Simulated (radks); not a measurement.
Question: Species: Ta48+. Configuration: [Ar] 3d7. Calculated with a radial shooting solver on a logarithmic mesh with Libxc functionals: scalar-relativistic Kohn-Sham, PBE, spin-polarised, spherical densities, finite nucleus; open shells are filled with parallel spins first (spin-orbit coupling, left out, can overturn this in heavy ions); Fermi nuclear charge, rms radius 5.3507 fm. Some entries of the table are withheld. Estimate them.

orbital,occ.,eigenvalue (eV),<r^2> (bohr^2),r(max) (bohr)
1s up,1,-70108.04,0.0004787,0.01168
1s down,1,-70107.89,0.0004787,0.01168
2s up,1,-14277.92,0.007319,0.06675
2s down,1,-14264.67,0.007310,0.06672
2p up,3,-12858.50,0.006024,(1)
2p down,3,-12848.01,0.006014,(2)
3s up,1,-5130.640,0.04460,(3)
3s down,1,-5115.902,0.04470,(4)
3p up,3,-4706.424,(5),0.1818
3p down,3,-4691.504,(6),0.1819
3d up,5,-4253.405,0.03564,0.1464
3d down,2,-4234.679,0.03579,0.1466

Answer: 
(1) 2p up r(max) (bohr): 0.05465
(2) 2p down r(max) (bohr): 0.05462
(3) 3s up r(max) (bohr): 0.1849
(4) 3s down r(max) (bohr): 0.1850
(5) 3p up <r^2> (bohr^2): 0.04439
(6) 3p down <r^2> (bohr^2): 0.04452
